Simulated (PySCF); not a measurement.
# Electron correlation in Sm⁴⁹⁺ (samarium, charge +49)

[Ne] 3s2 3p1, 2P determinant. Computed with PySCF 2.14 in an uncontracted even-tempered set (16 s from 10 bohr⁻², ratio 2.5; 10 p from 14 bohr⁻², ratio 2.5; 4 d from 54 bohr⁻², ratio 2.7; 4 f from 80 bohr⁻², ratio 2.7), with no relativity, point nucleus. Frozen: 1s2; 11 electrons correlated; the 17 highest virtual orbitals of each spin left out.

| level | correlation energy (mhartree) |
| --- | --- |
| CCSD | -546.20 |
| (T) | -1.74 |
| CCSD(T) | -547.94 |

Diagnostics: T1 = 0.00091, D1 = 0.0040, largest double amplitude 0.084.

A non-relativistic calculation at this Z misses sizeable relativistic shifts. Spin-orbit coupling, absent here, splits the open shell strongly.

Cost of the coupled-cluster step: of the order of 50 core-seconds, for 11 correlated electrons.

At this charge a non-relativistic calculation is a model, useful for the Z dependence of the correlation energy.
